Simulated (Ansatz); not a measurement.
Gas-phase electronic energies from Ansatz, PBE0-D4/def2-TZVP geometries. CBS: MP2 limit from def2 TZ/QZ plus the TZ coupled-cluster correction, frozen cores. Functionals use def2-TZVPP. B3LYP here is the variant with VWN-RPA as its local correlation; programs differ in this. Each species was taken in one conformer, which may not be the lowest.

Consider the formal exchange of groups at a C–C bond: `C#CCCCCCCC` + `NCF` → `CCC(N)F` + `C#CCCCCC`.

`C#CCCCCCCC`:

```xyz
25

C     4.343   -0.555   -1.456
C     3.302    0.021   -1.297
C     2.047    0.717   -1.072
C     1.726    0.893    0.412
C     0.453    1.692    0.660
C    -0.820    1.098    0.068
C    -1.155   -0.297    0.571
C    -2.476   -0.823    0.035
C    -2.807   -2.218    0.535
H     5.265   -1.065   -1.603
H     1.245    0.162   -1.570
H     2.088    1.698   -1.559
H     2.568    1.398    0.893
H     1.658   -0.093    0.879
H     0.322    1.803    1.743
H     0.588    2.707    0.267
H    -1.655    1.768    0.300
H    -0.754    1.081   -1.026
H    -1.184   -0.290    1.668
H    -0.357   -0.998    0.297
H    -2.445   -0.822   -1.061
H    -3.279   -0.130    0.314
H    -2.876   -2.239    1.626
H    -3.760   -2.573    0.136
H    -2.036   -2.935    0.241
```

`NCF`:

```xyz
7

N     0.276    0.408    0.745
C    -0.108   -0.005   -0.539
F    -0.543   -1.340   -0.597
H    -0.484    0.379    1.410
H     1.064   -0.113    1.105
H    -0.942    0.602   -0.897
H     0.736    0.069   -1.227
```

`CCC(N)F`:

```xyz
13

C    -0.864    0.089   -1.522
C     0.127    0.508   -0.453
C     0.024   -0.314    0.811
N     0.943    0.106    1.792
F     0.216   -1.672    0.459
H    -0.757    0.706   -2.416
H    -0.713   -0.953   -1.809
H    -1.893    0.193   -1.168
H    -0.022    1.555   -0.175
H     1.153    0.420   -0.829
H    -0.988   -0.276    1.227
H     0.880   -0.447    2.635
H     1.894    0.085    1.449
```

`C#CCCCCC`:

```xyz
19

C    -3.196   -0.124    0.332
C    -2.303   -0.524   -0.363
C    -1.205   -1.011   -1.182
C    -0.001   -1.482   -0.360
C     0.586   -0.422    0.559
C     1.123    0.807   -0.158
C     1.778    1.795    0.792
H    -3.994    0.231    0.941
H    -1.566   -1.836   -1.804
H    -0.903   -0.219   -1.874
H    -0.303   -2.349    0.235
H     0.766   -1.831   -1.059
H     1.396   -0.877    1.141
H    -0.175   -0.113    1.284
H     1.845    0.495   -0.922
H     0.310    1.309   -0.692
H     1.067    2.141    1.547
H     2.620    1.337    1.318
H     2.154    2.673    0.263
```

```csv
level,ΔE (kcal/mol),difference from CCSD(T)/CBS
r2SCAN-D4,-6.0,-0.8
ωB97X-V,-5.5,-0.3
ωB97M-V,-5.7,-0.5
B2PLYP,-5.3,-0.1
PBE,-5.3,-0.1
PBE0,-5.3,-0.1
B3LYP,-5.3,-0.1
HF/def2-TZVPP,-5.3,-0.1
CCSD/def2-TZVPP,-5.0,0.2
CCSD(T)/def2-TZVPP,-5.1,0.1
HF/def2-QZVPP,-5.2,0.0
MP2/def2-QZVPP,-5.0,0.2
SCS-MP2/def2-QZVPP,-4.9,0.3
HF/CBS(def2),-5.2,0.0
MP2/CBS(def2),-5.1,0.1
CCSD/CBS(def2),-5.1,0.1
CCSD(T)/CBS,-5.2,0
```

Largest T1 diagnostic among the species: 0.011.
